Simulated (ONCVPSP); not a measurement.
# What one change does to a pseudopotential (Mg, ONCV)

- Element: Mg (Z = 12)
- Generator: ONCVPSP 4.0.1
- Type: optimised norm-conserving Vanderbilt (ONCV)
- Functional: PBE
- Relativity: scalar-relativistic
- Frozen core: [Ne]
- Valence charge: 2
- Reference configuration: 3s2
- Partial waves: 3s: rc 1.80 bohr, ncon 3, nbas 6, qcut 4.4 1/bohr, 2 projectors, debl 1 Ha; p scattering state at 0.38 Ha: rc 1.80 bohr, ncon 3, nbas 7, qcut 5.3 1/bohr, local
- Local potential: the p channel
- Core correction: Teter function, fcfact 1.5, rcfact 1.65

All-electron outer shells of the reference configuration (PBE, scalar-relativistic, ld1.x):

```csv
shell,level (eV),outermost node (bohr),outermost maximum (bohr)
2p,-46.61,–,0.48
3s,-4.70,0.90,2.56
```

Change: s: rc 2.24.

Cutoffs: the cutoffs (Ha) at which the residual kinetic energy of the hardest occupied pseudo-wave falls to 1 and 0.1 mHa per electron; they do not see the model core or the augmentation charge, which bear on the density cutoff. Errors are all-electron minus pseudo energies relative to the spin-unpolarised reference configuration.

Problem. How do hardness, ghosts and transferability respond?

Solution. The potential gets softer (5.0 Ha and 34 Ha → 4.3 Ha and 6.0 Ha); both files keep a bound ghost (s); the errors of the 4 common tests hardly move. A larger radius leaves more room for a smooth pseudo-wave, so fewer plane waves are needed.

```tsv
quantity	base	changed
cutoff, loose	5.0 Ha	4.3 Ha
cutoff, tight	34 Ha	6.0 Ha
bound ghosts	s	s
GHOST(+) flags under 300 eV	none	none
error for 3s1, meV [ΔE 7.96 eV]	-11	-10
error for 3s1.5, meV [ΔE 3.14 eV]	-2.4	-2.1
error for 3s1 3p1, meV [ΔE 3.49 eV]	+22	+22
error for 3s0 3p2, meV [ΔE 7.18 eV]	+55	+55
p: phases at 1.83 bohr within 0.05 rad from the reference energy up to (Ha; the scan ends near 5)	1.4	1.4
rms error of d²Exc/dni dnj with the model core, mHa	0.31	0.34
```

Base: The cutoffs count occupied waves only; projector 2 of the s channel, the hardest unoccupied one, needs 20 Ha at the loose tolerance. A true bound ghost makes a file unfit for plane-wave use even where its test errors are small: the radial tests pick states by their node count and pass the ghost by.
